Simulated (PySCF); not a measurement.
ReO4, SMILES [O]=[Re-](=[O])(=[O])=[O], charge -1, multiplicity 1. Atoms are numbered in the order given.

```xyz
5

Re     0.0000     0.0000     0.0000
O      0.9999     0.9999    -0.9999
O     -0.9999     0.9999     0.9999
O     -0.9999    -0.9999    -0.9999
O      0.9999    -0.9999     0.9999
```
Charge -1, spin multiplicity 1.

Geometry: PBE0-D3(BJ)/def2-SVPD. The multiplicity is an assumed one; other spin states were not compared. The isomer is the one that the SMILES or the coordinates give; other isomers of the formula were not compared. The def2 effective core potentials stand for the cores of Re; spin–orbit coupling is left out.

These are B3LYP/def2-SVPD run with PySCF values and carry that method's errors.

Mulliken values depend strongly on the basis, most of all with diffuse functions as here. ESP charges are fitted to the potential on shells at 1.4 to 2.0 van der Waals radii. Atomic charges (e):

| atom | ESP fit | Mulliken |
|---|---|---|
| Re1 | 1.56 | 2.31 |
| O2 | -0.64 | -0.83 |
| O3 | -0.64 | -0.83 |
| O4 | -0.64 | -0.83 |
| O5 | -0.64 | -0.83 |
